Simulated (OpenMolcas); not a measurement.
# C I: effect of the active space

```yaml
Program: OpenMolcas
Method: CASSCF or its RAS form
Basis: ANO-RCC
Scalar_Hamiltonian: DKH2, point nucleus
Spin-orbit_coupling: RASSI with atomic mean-field integrals over the reference wave functions, term energies averaged over their components
```

A. 4 electrons in 8 orbitals (2s 2p 3s 3p); 2S+1 = 3 even, 3 roots; 2S+1 = 1 even, 6 roots; 2S+1 = 5 odd, 1 root; 2S+1 = 3 odd, 8 roots; 2S+1 = 1 odd, 3 roots; cost of the order of 70 core-seconds
B. 2 electrons in 9 orbitals (RAS2 2p; RAS3 3s 3d, at most 1 electron); 2S+1 = 3 even, 3 roots; 2S+1 = 1 even, 6 roots; 2S+1 = 3 odd, 3 roots; 2S+1 = 1 odd, 3 roots; cost about 50 core-seconds
C. 4 electrons in 9 orbitals (RAS2 2s 2p; RAS3 3d, at most 2 electrons); 2S+1 = 3 even, 3 roots; 2S+1 = 1 even, 6 roots; 2S+1 = 5 odd, 1 root; 2S+1 = 3 odd, 8 roots; cost of the order of 50 core-seconds

Energies in cm-1 above 2s2 2p2 3P0, the measured ground level; measured values from NIST Handbook of Basic Atomic Spectroscopic Data.

| Level | A | B | C | Measured |
| --- | --- | --- | --- | --- |
| 2s2 2p2 3P0 | 0.0 | 0.0 | 0.0 | 0.0 |
| 2s2 2p2 3P1 | 14.8 | 15.7 | 15.0 | 16.4 |
| 2s2 2p2 3P2 | 44.1 | 46.9 | 44.9 | 43.4 |
| 2s2 2p2 1D2 | 11963 | 12618 | 12667 | 10193 |
| 2s2 2p2 1S0 | 18790 | 30925 | 26363 | 21648 |

Deviations, from unrounded energies. A percentage is the sum of absolute deviations over the sum of measured energies, with the sign that they share, or ± where signs differ.

```
                        Against measurement  Levels      A      B      C
             mean absolute deviation (cm-1)       4   1200   2900   1800
      fine structure of the ground term (%)       2   ±3.9   ±7.0   ±4.8
other terms of the ground configuration (%)       2  ±14.5  +36.8  +22.6
```

A lies closest to measurement on these levels and B furthest from it. The largest miss of A in the table is 2s2 2p2 1S0, by -2900 cm-1. The ranking rests on the paired levels alone, and a cruder setting can come out closer through cancelling errors.

Among A to C the level of the table that moves most is 2s2 2p2 1S0, by 12000 cm-1 (lowest in A, highest in B).

Without dynamic correlation excited terms often stand tens of per cent too high (terms of higher spin than the ground term too low), and those without a measured partner can miss by more than the paired ones. The run also gave levels led by 2s2 2p 3s, which use shells meant for correlation; these and all levels above them are left out (holds for A). With the s shell closed, the reference lacks s² → p² mixing (holds for B). Active for correlation alone: 3d; no level in the range computed is led by a configuration that fills it, so any true level of that kind is missing (holds for C). Computed and measured levels are paired by configuration, term and J; levels that our copy of the source lacks, or whose pairing is in doubt (as where it misses far off the trend of its configuration), stay unpaired and out of the deviations. Only configurations of the active space appear. The table leaves out levels that lie high or whose names do not pair safely across all columns.
